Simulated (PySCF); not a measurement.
How methods differ on the fine-structure interval of K¹⁰⁺

K¹⁰⁺ [He] 2s2 2p5 [2p1/2^2 2p3/2^3, M_J = 3/2] → K¹⁰⁺ [He] 2s2 2p5 [2p1/2^1 2p3/2^4, M_J = 1/2], as a difference of total energies. All numbers are calculated (PySCF 2.14, the two-component X2C-1e Hamiltonian, in an uncontracted even-tempered set (18 s from 1.4 bohr⁻², ratio 2.4; 11 p from 1.9 bohr⁻², ratio 2.4; 5 d from 10 bohr⁻², ratio 2.6; 5 f from 16 bohr⁻², ratio 2.6)). Correlated levels: nothing frozen; the 28 highest virtual spinors dropped. "Screened" scales the spin-orbit matrix elements by Boettger's factors to mimic the two-electron term; Breit and QED terms are absent.

```
                    method  fine-structure interval (cm⁻¹)
 GHF (screened spin-orbit)                           24025
GMP2 (screened spin-orbit)                           24736
     GHF (bare spin-orbit)                           26942
```
